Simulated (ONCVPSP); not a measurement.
# An odd input for ONCVPSP 4.0.1 (zinc)

Command:

```bash
oncvpsp.x < Zn.dat > Zn.out
```

Input:

```
# ATOM AND REFERENCE CONFIGURATION
# atsym  z   nc   nv     iexc    psfile
  Zn 30.00    5    2        4      upf
#
#   n    l    f
    1    0    2.00
    2    0    2.00
    2    1    6.00
    3    0    2.00
    3    1    6.00
    3    2   10.00
    4    0    2.00
#
# PSEUDOPOTENTIAL AND OPTIMIZATION
# lmax
    2
#
#   l,   rc,      ep,       ncon, nbas, qcut
    0    1.65    0.00    3    7    3.20
    1    1.55    0.04    5    8    5.60
    2    0.70    0.00    4    8   16.00
#
# LOCAL POTENTIAL
# lloc, lpopt,  rc(5),   dvloc0
    4    5    0.55    0.00
#
# VANDERBILT-KLEINMAN-BYLANDER PROJECTORs
# l, nproj, debl
    0    3    1.10
    1    1    1.60
    2    2    2.90
#
# MODEL CORE CHARGE
# icmod, fcfact, rcfact
    2    0.65    0.80
#
# LOG DERIVATIVE ANALYSIS
# epsh1, epsh2, depsh
   -2.00    5.00    0.02
#
# OUTPUT GRID
# rlmax, drl
    6.00    0.00
#
# TEST CONFIGURATIONS
# ncnf
    4
# nvcnf
#   n    l    f
    2
    3    2   10.00
    4    0    1.00
#
    2
    3    2   10.00
    4    0    0.00
#
    2
    3    2    9.00
    4    0    0.00
#
    2
    3    2   10.00
    4    0    1.50
#
```

This is an input that runs to its end, with one change: drl set to zero. The unchanged file is no sound one. Note: ghosts flagged at negative energy: s at -1472.4 eV, s at -105.7 eV, p at -104.5 eV; GHOST(+) flagged for s at 518.8 eV. A true bound ghost makes a file unfit for plane-wave use.

**Question.** How does the run end?

**Answer.** The program refuses the input: "test_data: must have drl > 0.0".

```
ONCVPSP  (Optimized Norm-Conservinng Vanderbilt PSeudopotential)
scalar-relativistic version 4.0.1

test_data: must have drl > 0.0
ERROR: test_data found   1 ERROR; stopping
```
